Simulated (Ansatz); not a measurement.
A run on CH5InSi with other settings.

```yaml
crystal:
  periodic: [false, false, false]
  atoms:
    - {symbol: C, position_ang: [-0.573176, 0.002118, -0.782284]}
    - {symbol: Si, position_ang: [0.524568, 1.071342, 0.085865]}
    - {symbol: In, position_ang: [0.755954, -1.315673, 1.323645]}
    - {symbol: H, position_ang: [-0.382935, -0.645479, -1.542720]}
    - {symbol: H, position_ang: [-1.616320, 0.019037, -0.380553]}
    - {symbol: H, position_ang: [0.104578, 1.967812, 1.023275]}
    - {symbol: H, position_ang: [1.947180, 1.294836, -0.550949]}
    - {symbol: H, position_ang: [-0.340881, -2.626482, 0.969256]}
basis:
  gaussian: {orbitals: def2-TZVPP, final_grid: {core_spheres: 8, valence_spheres: 7, degree: 23}}
hamiltonian: {xc: {name: BLYP}, dispersion: d3bjatm}
accuracy: high
scf: {lower_state_search: full}
output: {forces: true}
```

```sh
$ ansatz run in.yaml --threads 2 --pin off --events-out ev --progress --plain --max-ram 4352MiB
```

Output, abridged:

```
Functional definition: BLYP
3513 factors; integrals over basis functions are off by at most 3.5e-9 eV
mean field evaluation 1: about -14147.8906 eV, gradient 8.5e1 eV
mean field evaluation 2: about -14147.8862 eV, gradient 8.5e1 eV
mean field evaluation 4: about -14159.8971 eV, gradient 3.8e1 eV
mean field evaluation 8: about -14166.7113 eV, gradient 1.2e0 eV
mean field evaluation 16: about -14166.7145 eV, gradient 9.3e-4 eV
mean field -14166.71451490 eV, -520.6171558785 hartree, gradient 3.8e-8 eV, S^2 0.000000; 0 other end points of the search recorded, 0 dependent functions left out
reference -14166.71457341 eV, -520.6171580286 hartree; 23, 23 occupied and 170, 170 virtual orbitals, 3513 factors
Total energy: -14167.12589590 eV, -520.6322738515 hartree
Atom 0 at    -0.573176     0.002118    -0.782284 Å, force    -1.684913     2.308056     2.846369 eV/Å
Atom 1 at     0.524568     1.071342     0.085865 Å, force     2.330551    -2.026837    -2.894727 eV/Å
Atom 2 at     0.755954    -1.315673     1.323645 Å, force     0.490906     0.166865     0.576818 eV/Å
Atom 3 at    -0.382935    -0.645479    -1.542720 Å, force     0.575498    -1.682774    -2.169476 eV/Å
Atom 4 at    -1.616320     0.019037    -0.380553 Å, force     0.621817    -0.206605    -0.523629 eV/Å
Atom 5 at     0.104578     1.967812     1.023275 Å, force    -0.878135     1.795028     1.738496 eV/Å
Atom 6 at     1.947180     1.294836    -0.550949 Å, force    -1.143802     0.031170     0.643787 eV/Å
Atom 7 at    -0.340881    -2.626482     0.969256 Å, force    -0.311922    -0.384902    -0.217638 eV/Å
Dipole moment:     0.049855     0.213874     0.041080 e Å
```

Hardware: 2 threads of an Intel Xeon Platinum 8375C on a shared host. Wall time 18 s, peak host memory 0.94 GiB.
